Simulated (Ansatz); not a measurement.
Species: F3Ga, SMILES `[F][Ga]([F])[F]` (charge 0, multiplicity 1).

**Question.** Give a relaxed geometry from B3LYP-D3(BJ)/def2-TZVP run with Ansatz (an electronic-structure program).

**Answer.** the end point of this relaxation (outside a Z-matrix the atoms follow the SMILES, hydrogens last).
Z-matrix (Å, degrees):
```
Ga
F 1 1.7337
F 1 1.7337 2 120.00
F 1 1.7337 2 120.00 3 180.00
```
